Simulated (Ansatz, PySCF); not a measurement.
This PySCF input computes a BLYP/def2-TZVPD energy:

```python
from pyscf import gto, scf, dft

mol = gto.M(
    atom='''
    Si    0.04795596    0.02239822   -0.00038410
    O     0.14132146    1.57415508    0.00285608
    O     1.38467379   -0.78924927   -0.01488761
    O    -1.33821411   -0.78587918    0.01029301
    H    -2.17363263   -0.30578822    0.01928553
    ''',
    basis='def2-tzvpd',
    charge=0,
    spin=1,
    verbose=4,
)

mf = dft.UKS(mol, xc='blyp').density_fit(auxbasis='def2-universal-jkfit')
mf.grids.level = 3
mf.conv_tol = 1e-9
mf.max_cycle = 100
mf.max_memory = 1500
mf.kernel()
if not mf.converged:
    mf = mf.newton()
    mf.kernel(mf.make_rdm1())
for _ in range(2):
    mo, _, stable, _ = mf.stability(return_status=True)
    if stable:
        break
    mf.kernel(mf.make_rdm1(mo, mf.mo_occ))
mf.analyze()
```

Question: Write an input for the same energy in Ansatz (a quantum-chemistry and plane-wave program) and say what it gives.

Answer: 
Ansatz 0.2 input:
```yaml
crystal:
  periodic: [false, false, false]
  atoms:
    - {symbol: Si, position_ang: [0.04795596, 0.02239822, -0.00038410]}
    - {symbol: O, position_ang: [0.14132146, 1.57415508, 0.00285608]}
    - {symbol: O, position_ang: [1.38467379, -0.78924927, -0.01488761]}
    - {symbol: O, position_ang: [-1.33821411, -0.78587918, 0.01029301]}
    - {symbol: H, position_ang: [-2.17363263, -0.30578822, 0.01928553]}
basis:
  gaussian:
    orbitals: def2-TZVPD
hamiltonian:
  xc: {name: BLYP}
magnetization: {spin_polarized: true, initial_magnetization: 1}
output: {forces: true}
```
It gives -515.90152 Eh, and PySCF -515.90159 Eh, a difference of 0.07 mEh, from the treatment of integrals and grids.

It need not be the lowest isomer of its formula.
